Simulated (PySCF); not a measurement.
Species: C7H11 (doublet state).
Structure used (GFN2-xTB), in Å, numbered top down from 1:
```
atom  x, y, z in Å
C1    -1.7426   -1.2526    0.7311
C2    -0.3550   -0.8405    0.3900
C3     0.7941   -1.3211    0.7871
C4     2.0175   -0.7127    0.2203
C5     1.4379    0.5414   -0.4807
C6    -0.0851    0.2996   -0.6087
C7    -0.9022    1.5498   -0.3206
H8    -2.3018   -1.4816   -0.1761
H9    -1.7286   -2.1330    1.3680
H10   -2.2638   -0.4518    1.2550
H11    2.7560   -0.4579    0.9811
H12    2.4863   -1.3948   -0.4935
H13    1.6081    1.4155    0.1483
H14    1.9066    0.7204   -1.4471
H15   -0.3308   -0.0687   -1.6120
H16   -1.9604    1.3713   -0.4961
H17   -0.5787    2.3612   -0.9710
H18   -0.7662    1.8617    0.7131
```

The hyperfine couplings belong to this conformer and change with its torsions.

As a line formula: `CC1=[C]CC[C@@H]1C` [radical].

Method: UKS B3LYP, pcH-1 on C H, non-relativistic, mean-field spin-orbit, GIAO in PySCF. One conformer (not necessarily the lowest) at the GFN2-xTB geometry, without solvent, vibrations or thermal averaging. Couplings are sensitive to structure, and on GFN2-xTB geometries they can be far from those on DFT ones. No stability test was run, so a lower SCF solution isn't excluded.

Principal values of hyperfine tensors in MHz (contact and dipolar terms together), for some of the nuclei:

| atom | isotope | A1 | A2 | A3 |
| --- | --- | --- | --- | --- |
| C3 | 13C | 300.78 | 320.95 | 513.12 |
| C6 | 13C | 56.30 | 57.37 | 76.70 |
| C4 | 13C | 37.21 | 37.81 | 58.14 |
| C2 | 13C | 4.29 | 25.76 | 45.99 |
| C1 | 13C | 18.45 | 18.60 | 24.81 |
| H11 | 1H | 5.25 | 7.08 | 25.13 |
| H17 | 1H | 10.68 | 11.53 | 13.80 |
| H10 | 1H | -11.01 | -10.97 | -5.26 |

(1) Give the isotropic coupling of each nucleus in MHz and in mT (g = 2.0022), and the anisotropic part.

(2) What spin density at the nucleus of H10 lies behind its contact coupling (g_N = 5.58569)?

(3) C5 (13C, g_N = 1.40482) isn't in the table. Its spin density at the nucleus is 0.03959 bohr⁻³. What is its contact coupling?

(4) Which nucleus of the table has the largest anisotropic coupling, and what is its form?

(5) In a single crystal, with the field along each principal axis of the tensor of C3 in turn, what first-order splitting does this nucleus give (isotropic g, quadrupole terms neglected)?

Answers

(1) a_iso is a third of the trace, T = A − a_iso, and a(mT) = a(MHz)/(g × 13.996).

| atom | a_iso (MHz) | a_iso (mT) | T1 | T2 | T3 |
| --- | --- | --- | --- | --- | --- |
| C3 | 378.29 | 13.499 | -77.50 | -57.33 | 134.84 |
| C6 | 63.46 | 2.265 | -7.16 | -6.09 | 13.24 |
| C4 | 44.39 | 1.584 | -7.18 | -6.58 | 13.75 |
| C2 | 25.35 | 0.904 | -21.05 | 0.41 | 20.64 |
| C1 | 20.62 | 0.736 | -2.17 | -2.02 | 4.19 |
| H11 | 12.49 | 0.446 | -7.23 | -5.41 | 12.64 |
| H17 | 12.00 | 0.428 | -1.32 | -0.47 | 1.80 |
| H10 | -9.08 | -0.324 | -1.93 | -1.89 | 3.82 |

(2) a_FC = (2μ0/3) gₑ μB g_N μN ρ(0)/(2S·h) = 800.24 MHz × g_N × ρ(0)/(2S), with ρ in bohr⁻³. With a_FC = -9.08 MHz and 2S = 1, ρ(0) = -0.002032 bohr⁻³. In magnitude that is 0.6 % of the 1/π = 0.318 of a free hydrogen atom.

(3) By the same relation, a_FC = 44.5 MHz. Its full tensor has the principal values 39.07, 40.12, 54.32 MHz.

(4) C3: -77.5, -57.3, 134.8 MHz, rhombic: the two smaller values differ by 15 % of the largest.

(5) 2 lines (I = 1/2), spaced by |A_i|/(g × 13.996): 10.73, 11.45, 18.31 mT along the axes of A1, A2 and A3.

The run took 72 s of wall time (with the writing of density and orbital grids) on Arm Neoverse V2, one thread, shared host with 48 logical CPUs at a one-minute load of 56, and the process peaked at 1.0 GiB of memory.
